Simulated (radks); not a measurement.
Question: Coherent X-ray form factor from a spherical all-electron density. All-electron calculation, scalar-relativistic Kohn-Sham, PBEsol, spin-polarised, spherical densities, finite nucleus; Fermi nuclear charge, rms radius of each element as measured or else 0.836 A^(1/3) + 0.57 fm. Program: a radial shooting solver on a logarithmic mesh with Libxc functionals.

sin(theta)/lambda (1/angstrom)  f0 (electrons)
0.05                                    49.906
0.1                                     49.627
0.15                                    49.167
0.2                                     48.534
0.25                                    47.739
0.3                                     46.795
0.4                                     44.525
0.5                                     41.863
0.6                                     38.960
0.8                                     33.007
1                                       27.604
1.25                                    22.337
1.5                                     18.762
2                                       14.737

The species is in the configuration that NIST lists as its ground one. Which atom or ion scatters so?

Answer: The platinum ion Pt28+, [Kr] 4d10 4f4. Extrapolating in s^2 from the first two rows gives f0(0) = 50.0, near the electron count 50; among species with that count, the fall with angle is slower the higher Z, and the table is that of Z = 78; from so few rows the species is fixed only to a neighbour or two.
